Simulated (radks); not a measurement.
The numbers below are computed, except where a source is named.
Question: These are the eigenvalues of the occupied orbitals of an atom or ion with whole-number occupations (Ry). Level of theory: non-relativistic Kohn-Sham, PBE, spin-polarised, spherical densities, point nucleus (a radial shooting solver on a logarithmic mesh with Libxc functionals).

| orbital | eigenvalue |
|---|---|
| 1s up | -500.7696 |
| 1s down | -500.7115 |
| 2s up | -84.33684 |
| 2s down | -84.24872 |
| 2p up | -76.93540 |
| 2p down | -76.85708 |
| 3s up | -30.86128 |

Which element is it, and in what charge state? The configuration may be excited. Open shells, if any, are filled with parallel spins first.

Answer: Z = 25, manganese, charge +14: Mn14+ in [Ne] 3s1. The list shows which subshells hold electrons but not how many an open one holds; the 1s level, -250.38 hartree, gives Z - s = 22.4 by -(Z - s)^2/2, which with screening narrows Z to a few neighbours, and the depths of the outer levels then fix element, charge and occupations together.
